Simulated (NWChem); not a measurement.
System: CaHSCl; SMILES [SH][Ca][Cl]

```xyz
4

Ca     0.3210    -0.0421     0.0064
Cl    -0.1687    -2.4409    -0.0054
S     -0.1298     2.4962    -0.0087
H     -1.4742     2.3975     0.1018
```
Atoms are numbered in this order, from 1.

All runs: NWChem. The geometry was optimised at PBE0/def2-SVP. Ions are spin-unrestricted doublets at the neutral geometry; other ion states weren't tried. Functional: LC-ωPBE (HJS hole) with def2-SVP; the question gives the range parameter ω in 1/bohr.

**Question.** Predict the results for range parameter (1/bohr) 0.10. Quantities: vertical ionisation energy, ΔSCF (eV); −ε(HOMO) (eV).

**Answer.** 
```json
{
 "vertical ionisation energy, ΔSCF (eV)": "8.81",
 "−ε(HOMO) (eV)": "6.87"
}
```
